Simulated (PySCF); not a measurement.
# Working with the constants of PbN

ROHF constants of PbN, ²Π (doublet), unpaired electrons π ↑ (Pb aug-cc-pVDZ-PP with ECP60, N aug-cc-pVDZ; scalar-relativistic core potentials (PySCF 2.14); masses 207.9766 and 14.0031 u):

```
ωe           : 738.6 cm⁻¹
ωexe         : 2.5 cm⁻¹
Be           : 0.3179 cm⁻¹
αe           : 0.00160 cm⁻¹
De to Pb + N : -1.41 eV
```

(1) What force constant and bond length do these constants imply?

(2) Estimate the centrifugal constant D from the Kratzer relation and find the Dunham coefficient a1.

Spin–orbit coupling is left out, which matters for elements this heavy, above all for dissociation energies. UHF is strongly spin-contaminated for PbN, so the ROHF reference used there is far from stable. Hartree–Fock leaves out correlation, which carries a large part of most bond energies and some tenths to 1 eV of ionisation energies. A negative De means that the minimum lies above the separated atoms at that level. The state was picked by a PBE0 search and need not be the measured ground state.

Answers

(1) Reduced mass μred = 13.120 u; k = 5.8918×10⁻⁷·μred·ωe² (u, cm⁻¹, mdyn/Å) = 4.22 mdyn/Å; Re = √(16.8576/(μred·Be)) (u, cm⁻¹, Å) = 2.010 Å.

(2) D = 4Be³/ωe² = 2.36e-07 cm⁻¹; a1 = −1 − αeωe/(6Be²) = -2.95.
